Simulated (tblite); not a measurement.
Run record: tight-binding relaxation, `Cc1pccnc1C1CC1`.

Computed with GFN2-xTB geometry optimisation, gas phase (tblite 0.8.0). Start geometry: from a force field or distance geometry. The command runs a driver script over a list of jobs; the input below is this job's line of settings and its coordinates in Å.

Command:
```bash
OMP_NUM_THREADS=1 python probes_run.py task.json out
```

Input:
```
{"job": {"kind": "relax", "xc": "GFN2-xTB", "basis": "xTB"}, "charge": 0, "multiplicity": 1}
C     -0.942500     1.596800     1.371700
C      0.291400     0.850900     0.997900
P      1.714300     0.918300     2.232800
C      2.935900    -0.064900     1.304900
C      2.633000    -0.660100     0.105200
N      1.472300    -0.612400    -0.616700
C      0.381100     0.091600    -0.186500
C     -0.811800     0.042400    -1.124100
C     -1.126600    -1.231900    -1.895200
C     -2.031100    -0.802000    -0.770500
H     -1.765100     0.899300     1.599600
H     -1.263100     2.249500     0.551200
H     -0.812100     2.239600     2.260500
H      3.922700    -0.206800     1.751200
H      3.403100    -1.241600    -0.393100
H     -1.006000     0.962900    -1.659000
H     -1.492000    -1.120300    -2.909100
H     -0.502000    -2.102900    -1.742100
H     -3.006000    -0.406200    -1.021100
H     -2.000800    -1.391400     0.139500
```

Give the output.

```
step      E/eV     max force
  0    -751.00967    3.207
  1    -751.30818    1.681
  2    -751.40285    0.837
  3    -751.43634    0.529
  4    -751.46677    0.428
  5    -751.48182    0.426
  6    -751.50841    0.320
  7    -751.51842    0.221
  8    -751.52353    0.125
  9    -751.52524    0.086
... (123 lines left out)
133    -751.59213    0.023
134    -751.59222    0.023
135    -751.59231    0.020
136    -751.59241    0.019
137    -751.59251    0.021
138    -751.59257    0.022
139    -751.59261    0.014
140    -751.59263    0.011
141    -751.59266    0.011
142    -751.59268    0.008
```

«max force» is the largest atomic force in eV/Å.

From which step on does the largest force stay under 0.1 eV/Å, and how much energy is left to gain from there?

From step 100 (0.060 eV/Å), 11.4 meV above the end.

Main results: energy lowered by 13.4 kcal/mol over 142 steps; largest atomic force 0.008 eV/Å at the end.

Give the final coordinates.

0.850 Å rms from the input after alignment:
```
atom  x, y, z in Å
C1    -0.7120    2.0922    1.1754
C2     0.3479    1.0489    0.9491
P3     1.8210    1.2581    1.8624
C4     2.7198   -0.1122    1.3049
C5     2.2238   -1.0083    0.3802
N6     1.0424   -0.9690   -0.1967
C7     0.1535   -0.0123    0.0614
C8    -1.1150   -0.1567   -0.6885
C9    -1.0652   -0.7405   -2.0790
C10   -1.6287   -1.5485   -0.9649
H11   -1.6298    1.6428    1.5550
H12   -0.9452    2.6175    0.2490
H13   -0.3631    2.8235    1.9041
H14    3.7136   -0.2625    1.7053
H15    2.8395   -1.8477    0.0693
H16   -1.8573    0.6068   -0.5091
H17   -1.7332   -0.3303   -2.8211
H18   -0.0910   -1.0165   -2.4499
H19   -2.6952   -1.7100   -0.9191
H20   -1.0309   -2.3643   -0.5907
```

The run took 0.96 s on one thread of an Arm Neoverse V2, no GPU, shared host with 96 logical CPUs at a one-minute load of 27.
Labels such as C1 count atoms from 1, the log's own numbers from 0.
